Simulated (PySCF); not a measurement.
**Substituent chemical shifts**

Parent skeleton `[CH:1]1=[CH:2][S:3][CH2:4][CH2:5]1`; one hydrogen on atom 4 is replaced by X. Hydrogens on one atom are averaged.

Computed data (PySCF 2.14.0 with density-fitted response routines): coordinates at the GFN2-xTB level, NMR shieldings at PBE0/pcSseg-1/GIAO. Gas phase, one computed conformer, no relativistic terms.

Shifts are taken against calculated references (same method and geometry level): TMS for 13C (σ = 186.93 ppm) and 1H (σ = 31.72 ppm); 33S (σ = 503.73 ppm) vs CS2.

Parent (X = H): C1 123.8, C2 135.5, S3 69.0, C4 34.5, C5 38.4, H(C1) 5.35, H(C2) 5.90, H(C4) 3.27, H(C5) 3.00 ppm. Effects are Δδ = δ(X) − δ(H), positive for deshielding.

Problem. Give Δδ (ppm) for X = CH2CN, SOCH3, CHO.

Solution. 
```tsv
X	SMILES	C1	C2	S3	C4	C5	H(C1)	H(C2)	H(C4)	H(C5)
CH2CN	N#CC[C@H]1CC=CS1	+0.2	-1.9	+54.6	+15.9	+5.0	+0.12	+0.12	+0.48	+0.13
SOCH3	C[S@@](=O)[C@@H]1CC=CS1	+4.4	-2.3	+7.3	+45.0	-0.3	+0.31	-0.03	+0.76	+0.51
CHO	O=C[C@@H]1CC=CS1	+5.7	-6.0	+13.5	+24.4	-4.0	+0.18	-0.20	+0.84	+0.30
```

Problem. Which position responds most, and to which substituents?

Solution. S3: from +7.3 ppm with SOCH3 to +54.6 ppm with CH2CN.
